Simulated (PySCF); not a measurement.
Bonds broken one at a time in the series SiF3-X. Isolated molecules, 0 K electronic values unless said otherwise. One relaxed conformer stands for each flexible species; it need not be the lowest. Strings in code marks are SMILES.

The four lowest singlet excitations (Tamm–Dancoff). All values below come from r2SCAN-D4/def2-TZVP (PySCF 2.14.0). Excitations are Tamm–Dancoff values on a coarser integration grid. The basis has no diffuse functions, so Rydberg states are missing or too high.

```
state  energy (eV)  wavelength (nm)  oscillator strength
-----  -----------  ---------------  -------------------
S1            8.01              155                0.048
S2            8.01              155                0.048
S3            8.56              145                0.000
S4            8.73              142                0.025
```

### Question
Say which member gives these states.
A. `O[Si](F)(F)F`
B. `N[Si](F)(F)F`
C. `F[Si](F)(F)S`
D. `F[Si](F)(F)[SiH3]`

### Answer
D, `F[Si](F)(F)[SiH3]`
